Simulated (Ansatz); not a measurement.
Ansatz (a first-principles code) input (B3LYP/6-31G*):

Ansatz 0.2 input:
```yaml
crystal:
  periodic: [false, false, false]
  atoms:
    - {symbol: O, position_ang: [-1.13161967, -0.41763920, -1.24383174]}
    - {symbol: Si, position_ang: [-0.11844632, -0.04695743, -0.13966696]}
    - {symbol: O, position_ang: [1.52909275, -0.18765725, -0.51628135]}
    - {symbol: F, position_ang: [-0.20690847, -0.87585009, 1.27965522]}
    - {symbol: F, position_ang: [-0.19005489, 1.47882838, 0.47369583]}
    - {symbol: H, position_ang: [2.05113408, 0.07297106, 0.25608280]}
basis:
  gaussian:
    orbitals: 6-31G*
hamiltonian:
  xc: {name: B3LYP}
total_charge: -1
phonons: {temperatures: {t_min: 298.15, t_max: 298.15, t_step: 100}}
```

Output:

```
Functional definition: B3LYP
integrals: 0.03 GiB planned
751 factors; integrals over basis functions are off by at most 3.5e-4 eV
mean field: 0.27 GiB planned
mean field evaluation 1: about -17422.3420 eV, gradient 5.6e1 eV
mean field evaluation 2: about -17397.0789 eV, gradient 1.2e2 eV
mean field evaluation 4: about -17428.0705 eV, gradient 6.5e0 eV
mean field evaluation 8: about -17428.1556 eV, gradient 2.7e-2 eV
mean field -17428.15564543 eV, -640.4729067415 hartree, gradient 2.5e-5 eV, S^2 0.000000; 0 other end points of the search recorded, 0 dependent functions left out
the calculation of the forces begins
reference -17428.15585565 eV, -640.4729144669 hartree; 25, 25 occupied and 56, 56 virtual orbitals, 751 factors
these checks for a lower state are left out or cut short: stability, starts, cluster_reference, orbital_swaps, neighbouring_geometries, increment
integrals: 0.03 GiB planned
751 factors; integrals over basis functions are off by at most 3.5e-4 eV
mean field: 0.27 GiB planned
mean field evaluation 16: about -17428.1370 eV, gradient 1.6e-1 eV
mean field -17428.15554781 eV, -640.4729031538 hartree, gradient 1.1e-6 eV, S^2 0.000000; 0 other end points of the search recorded, 0 dependent functions left out
the calculation of the forces begins
reference -17428.15575800 eV, -640.4729108783 hartree; 25, 25 occupied and 56, 56 virtual orbitals, 751 factors
these checks for a lower state are left out or cut short: stability, starts, cluster_reference, orbital_swaps, neighbouring_geometries, increment
integrals: 0.03 GiB planned
751 factors; integrals over basis functions are off by at most 3.5e-4 eV
mean field: 0.27 GiB planned
mean field -17428.15554648 eV, -640.4729031050 hartree, gradient 2.2e-6 eV, S^2 0.000000; 0 other end points of the search recorded, 0 dependent functions left out
the calculation of the forces begins
reference -17428.15575672 eV, -640.4729108311 hartree; 25, 25 occupied and 56, 56 virtual orbitals, 751 factors
these checks for a lower state are left out or cut short: stability, starts, cluster_reference, orbital_swaps, neighbouring_geometries, increment
integrals: 0.03 GiB planned
751 factors; integrals over basis functions are off by at most 3.5e-4 eV
mean field: 0.27 GiB planned
mean field evaluation 32: about -17428.1556 eV, gradient 5.1e-5 eV
mean field -17428.15560013 eV, -640.4729050768 hartree, gradient 2.4e-6 eV, S^2 0.000000; 0 other end points of the search recorded, 0 dependent functions left out
the calculation of the forces begins
reference -17428.15581034 eV, -640.4729128016 hartree; 25, 25 occupied and 56, 56 virtual orbitals, 751 factors
these checks for a lower state are left out or cut short: stability, starts, cluster_reference, orbital_swaps, neighbouring_geometries, increment
integrals: 0.03 GiB planned
751 factors; integrals over basis functions are off by at most 3.5e-4 eV
mean field: 0.27 GiB planned
mean field -17428.15560290 eV, -640.4729051784 hartree, gradient 2.3e-6 eV, S^2 0.000000; 0 other end points of the search recorded, 0 dependent functions left out
the calculation of the forces begins
reference -17428.15581313 eV, -640.4729129042 hartree; 25, 25 occupied and 56, 56 virtual orbitals, 751 factors
these checks for a lower state are left out or cut short: stability, starts, cluster_reference, orbital_swaps, neighbouring_geometries, increment
integrals: 0.03 GiB planned
751 factors; integrals over basis functions are off by at most 3.5e-4 eV
mean field: 0.27 GiB planned
mean field -17428.15544569 eV, -640.4728994010 hartree, gradient 1.6e-6 eV, S^2 0.000000; 0 other end points of the search recorded, 0 dependent functions left out
the calculation of the forces begins
reference -17428.15565597 eV, -640.4729071287 hartree; 25, 25 occupied and 56, 56 virtual orbitals, 751 factors
these checks for a lower state are left out or cut short: stability, starts, cluster_reference, orbital_swaps, neighbouring_geometries, increment
integrals: 0.03 GiB planned
751 factors; integrals over basis functions are off by at most 3.5e-4 eV
mean field: 0.27 GiB planned
mean field -17428.15545201 eV, -640.4728996334 hartree, gradient 2.3e-6 eV, S^2 0.000000; 0 other end points of the search recorded, 0 dependent functions left out
the calculation of the forces begins
reference -17428.15566216 eV, -640.4729073563 hartree; 25, 25 occupied and 56, 56 virtual orbitals, 751 factors
these checks for a lower state are left out or cut short: stability, starts, cluster_reference, orbital_swaps, neighbouring_geometries, increment
integrals: 0.03 GiB planned
751 factors; integrals over basis functions are off by at most 3.5e-4 eV
mean field: 0.27 GiB planned
mean field -17428.15549596 eV, -640.4729012486 hartree, gradient 1.4e-6 eV, S^2 0.000000; 0 other end points of the search recorded, 0 dependent functions left out
[...]
mean field: 0.27 GiB planned
mean field -17428.15552040 eV, -640.4729021465 hartree, gradient 2.6e-6 eV, S^2 0.000000; 0 other end points of the search recorded, 0 dependent functions left out
the calculation of the forces begins
reference -17428.15573061 eV, -640.4729098718 hartree; 25, 25 occupied and 56, 56 virtual orbitals, 751 factors
these checks for a lower state are left out or cut short: stability, starts, cluster_reference, orbital_swaps, neighbouring_geometries, increment
integrals: 0.03 GiB planned
751 factors; integrals over basis functions are off by at most 3.5e-4 eV
mean field: 0.27 GiB planned
mean field -17428.15557834 eV, -640.4729042758 hartree, gradient 8.3e-7 eV, S^2 0.000000; 0 other end points of the search recorded, 0 dependent functions left out
the calculation of the forces begins
reference -17428.15578858 eV, -640.4729120021 hartree; 25, 25 occupied and 56, 56 virtual orbitals, 751 factors
these checks for a lower state are left out or cut short: stability, starts, cluster_reference, orbital_swaps, neighbouring_geometries, increment
integrals: 0.03 GiB planned
751 factors; integrals over basis functions are off by at most 3.5e-4 eV
mean field: 0.27 GiB planned
mean field -17428.15557850 eV, -640.4729042818 hartree, gradient 1.1e-6 eV, S^2 0.000000; 0 other end points of the search recorded, 0 dependent functions left out
the calculation of the forces begins
reference -17428.15578869 eV, -640.4729120061 hartree; 25, 25 occupied and 56, 56 virtual orbitals, 751 factors
these checks for a lower state are left out or cut short: stability, starts, cluster_reference, orbital_swaps, neighbouring_geometries, increment
integrals: 0.03 GiB planned
751 factors; integrals over basis functions are off by at most 3.5e-4 eV
mean field: 0.27 GiB planned
mean field evaluation 96: about -17428.1556 eV, gradient 2.3e-5 eV
mean field -17428.15563676 eV, -640.4729064226 hartree, gradient 2.6e-6 eV, S^2 0.000000; 0 other end points of the search recorded, 0 dependent functions left out
the calculation of the forces begins
reference -17428.15584696 eV, -640.4729141473 hartree; 25, 25 occupied and 56, 56 virtual orbitals, 751 factors
these checks for a lower state are left out or cut short: stability, starts, cluster_reference, orbital_swaps, neighbouring_geometries, increment
integrals: 0.03 GiB planned
751 factors; integrals over basis functions are off by at most 3.5e-4 eV
mean field: 0.27 GiB planned
mean field -17428.15563312 eV, -640.4729062888 hartree, gradient 1.2e-6 eV, S^2 0.000000; 0 other end points of the search recorded, 0 dependent functions left out
the calculation of the forces begins
reference -17428.15584335 eV, -640.4729140148 hartree; 25, 25 occupied and 56, 56 virtual orbitals, 751 factors
these checks for a lower state are left out or cut short: stability, starts, cluster_reference, orbital_swaps, neighbouring_geometries, increment
integrals: 0.03 GiB planned
751 factors; integrals over basis functions are off by at most 3.5e-4 eV
mean field: 0.27 GiB planned
mean field -17428.15561571 eV, -640.4729056493 hartree, gradient 1.6e-6 eV, S^2 0.000000; 0 other end points of the search recorded, 0 dependent functions left out
the calculation of the forces begins
reference -17428.15582593 eV, -640.4729133746 hartree; 25, 25 occupied and 56, 56 virtual orbitals, 751 factors
these checks for a lower state are left out or cut short: stability, starts, cluster_reference, orbital_swaps, neighbouring_geometries, increment
integrals: 0.03 GiB planned
751 factors; integrals over basis functions are off by at most 3.5e-4 eV
mean field: 0.27 GiB planned
mean field -17428.15561228 eV, -640.4729055231 hartree, gradient 8.7e-7 eV, S^2 0.000000; 0 other end points of the search recorded, 0 dependent functions left out
the calculation of the forces begins
reference -17428.15582250 eV, -640.4729132484 hartree; 25, 25 occupied and 56, 56 virtual orbitals, 751 factors
these checks for a lower state are left out or cut short: stability, starts, cluster_reference, orbital_swaps, neighbouring_geometries, increment
integrals: 0.03 GiB planned
751 factors; integrals over basis functions are off by at most 3.5e-4 eV
mean field: 0.27 GiB planned
mean field -17428.15557670 eV, -640.4729042155 hartree, gradient 2.4e-6 eV, S^2 0.000000; 0 other end points of the search recorded, 0 dependent functions left out
the calculation of the forces begins
reference -17428.15578690 eV, -640.4729119404 hartree; 25, 25 occupied and 56, 56 virtual orbitals, 751 factors
these checks for a lower state are left out or cut short: stability, starts, cluster_reference, orbital_swaps, neighbouring_geometries, increment
integrals: 0.03 GiB planned
751 factors; integrals over basis functions are off by at most 3.5e-4 eV
mean field: 0.27 GiB planned
mean field evaluation 128: about -17428.1556 eV, gradient 2.1e-6 eV
mean field -17428.15557796 eV, -640.4729042621 hartree, gradient 2.1e-6 eV, S^2 0.000000; 0 other end points of the search recorded, 0 dependent functions left out
the calculation of the forces begins
reference -17428.15578819 eV, -640.4729119878 hartree; 25, 25 occupied and 56, 56 virtual orbitals, 751 factors
these checks for a lower state are left out or cut short: stability, starts, cluster_reference, orbital_swaps, neighbouring_geometries, increment
integrals: 0.03 GiB planned
751 factors; integrals over basis functions are off by at most 3.5e-4 eV
mean field: 0.27 GiB planned
mean field -17428.15554163 eV, -640.4729029268 hartree, gradient 1.2e-6 eV, S^2 0.000000; 0 other end points of the search recorded, 0 dependent functions left out
the calculation of the forces begins
reference -17428.15575182 eV, -640.4729106513 hartree; 25, 25 occupied and 56, 56 virtual orbitals, 751 factors
these checks for a lower state are left out or cut short: stability, starts, cluster_reference, orbital_swaps, neighbouring_geometries, increment
integrals: 0.03 GiB planned
751 factors; integrals over basis functions are off by at most 3.5e-4 eV
mean field: 0.27 GiB planned
mean field -17428.15553105 eV, -640.4729025380 hartree, gradient 2.0e-6 eV, S^2 0.000000; 0 other end points of the search recorded, 0 dependent functions left out
the calculation of the forces begins
reference -17428.15574129 eV, -640.4729102642 hartree; 25, 25 occupied and 56, 56 virtual orbitals, 751 factors
these checks for a lower state are left out or cut short: stability, starts, cluster_reference, orbital_swaps, neighbouring_geometries, increment
integrals: 0.03 GiB planned
751 factors; integrals over basis functions are off by at most 3.5e-4 eV
mean field: 0.27 GiB planned
mean field -17428.15561778 eV, -640.4729057254 hartree, gradient 1.2e-6 eV, S^2 0.000000; 0 other end points of the search recorded, 0 dependent functions left out
the calculation of the forces begins
reference -17428.15582800 eV, -640.4729134507 hartree; 25, 25 occupied and 56, 56 virtual orbitals, 751 factors
these checks for a lower state are left out or cut short: stability, starts, cluster_reference, orbital_swaps, neighbouring_geometries, increment
integrals: 0.03 GiB planned
751 factors; integrals over basis functions are off by at most 3.5e-4 eV
mean field: 0.27 GiB planned
mean field -17428.15561773 eV, -640.4729057234 hartree, gradient 1.5e-6 eV, S^2 0.000000; 0 other end points of the search recorded, 0 dependent functions left out
the calculation of the forces begins
reference -17428.15582794 eV, -640.4729134486 hartree; 25, 25 occupied and 56, 56 virtual orbitals, 751 factors
WARN: phonons: modes at or below zero, which the zero-point energy, F, S and C_V leave out: 1, the lowest at -103.82 cm⁻¹ …
Total energy: -17428.15585565 eV, -640.4729144669 hartree
Atom 0 at    -1.131620    -0.417639    -1.243832 Å, force    -0.000777     0.000126     0.000353 eV/Å
Atom 1 at    -0.118446    -0.046957    -0.139667 Å, force    -0.000585    -0.000427    -0.001260 eV/Å
Atom 2 at     1.529093    -0.187657    -0.516281 Å, force    -0.000139    -0.000254    -0.000744 eV/Å
Atom 3 at    -0.206908    -0.875850     1.279655 Å, force     0.000728     0.000688    -0.000337 eV/Å
Atom 4 at    -0.190055     1.478828     0.473696 Å, force     0.000718    -0.000759     0.000158 eV/Å
Atom 5 at     2.051134     0.072971     0.256083 Å, force     0.000056     0.000626     0.001830 eV/Å
Dipole moment:     0.613609     0.218552     0.651351 e Å
Vibrations: -103.82 274.19 304.85 376.33 402.14 406.14 735.99 830.29 838.36 947.09 1227.50 3769.09 cm⁻¹, zero-point energy 0.626862 eV
```

The blocks after the first are displaced geometries, from whose forces the wavenumbers follow.

The dipole moment of an ion depends on the origin.
